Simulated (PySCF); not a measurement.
C4H2BrCl, SMILES Br/C(C#C)=C/Cl.

Coordinates come from a ωB97X-D3(BJ)/def2-SVP optimisation. The structure was generated by enumeration; whether it is a known compound was not checked.

Method: PBE/def2-TZVP in PySCF.

Isolated molecule, no solvent.

```json
{
  "total_energy": "-3187.18956 hartree",
  "point_group": "Cs",
  "highest_occupied_level": "-6.05 eV",
  "lowest_empty_level": "-2.45 eV",
  "orbital_gap": "3.60 eV",
  "dipole_moment": "0.32 D",
  "quadrupole, principal values (traceless, Buckingham form, about the centre of nuclear charge)": "-5.85, -4.10, 9.95 D·Å",
  "mean_static_polarisability": "82.7 bohr³ (12.25 Å³)",
  "polarisability_principal_values": "45.9, 99.0, 103.1 bohr³"
}
```
